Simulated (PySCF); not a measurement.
Compound: C6H6ClF.
Atom-mapped SMILES: `[CH:1]#[C:2][C@@H:3]1[CH2:4][C@H:5]([Cl:6])[C@@H:7]1[F:8]` (hydrogens: H9 on C1; H10 on C3; H11, H12 on C4; H13 on C5; H14 on C7)

Computed geometry: GFN2-xTB, gas phase.

Q: List the bond lengths, angles and torsions at this level.

A: 
| bond | length (Å) | order |
| --- | --- | --- |
| C1≡C2 | 1.197 | triple |
| C2–C3 | 1.441 | single |
| C3–C4 | 1.548 | single |
| C4–C5 | 1.532 | single |
| C5–Cl6 | 1.772 | single |
| C5–C7 | 1.542 | single |
| C7–F8 | 1.363 | single |
| C3–C7 | 1.553 | single |
| C1–H9 | 1.049 | single |
| C3–H10 | 1.092 | single |
| C4–H11 | 1.087 | single |
| C4–H12 | 1.088 | single |
| C5–H13 | 1.090 | single |
| C7–H14 | 1.094 | single |

Orders are formal, as drawn. A selection of angles:
| angle | degrees |
| --- | --- |
| C2–C1–H9 | 178.9 |
| C1–C2–C3 | 177.4 |
| C2–C3–C4 | 116.7 |
| C2–C3–C7 | 116.0 |
| C2–C3–H10 | 110.3 |
| C4–C3–C7 | 89.1 |
| C4–C3–H10 | 112.5 |
| C7–C3–H10 | 110.7 |
| C3–C4–C5 | 89.2 |
| C3–C4–H11 | 116.7 |
| C3–C4–H12 | 111.7 |
| C5–C4–H11 | 116.1 |
| C5–C4–H12 | 112.1 |
| H11–C4–H12 | 109.8 |
| C4–C5–Cl6 | 116.6 |
| C4–C5–C7 | 90.1 |
| C4–C5–H13 | 114.0 |
| Cl6–C5–C7 | 116.4 |
| Cl6–C5–H13 | 107.3 |
| C7–C5–H13 | 112.0 |
| C5–C7–F8 | 113.6 |
| C5–C7–H14 | 116.9 |
| F8–C7–H14 | 106.6 |
| C3–C7–C5 | 88.6 |
| C3–C7–F8 | 113.2 |
| C3–C7–H14 | 117.5 |

Torsions: C2–C3–C4–C5 -132° (anticlinal); C3–C4–C5–Cl6 133° (anticlinal); C4–C5–C7–F8 102° (anticlinal); C2–C3–C7–C5 133° (anticlinal).

The 4-membered ring C3–C4–C5–C7 has internal angles of 88.6° to 90.1° (sum 357°, against 360° for a flat polygon); it is puckered, 0.09 Å rms from its mean plane, widest ring torsion 13°. The 6 C–C bonds span 1.197 Å (C1≡C2, drawn triple) to 1.553 Å (C3–C7, drawn single), a spread of 0.356 Å.

Point group: C1 (no symmetry element, even within 0.4 Å). Not checked by GFN2-xTB frequencies. One conformer, not necessarily the lowest.
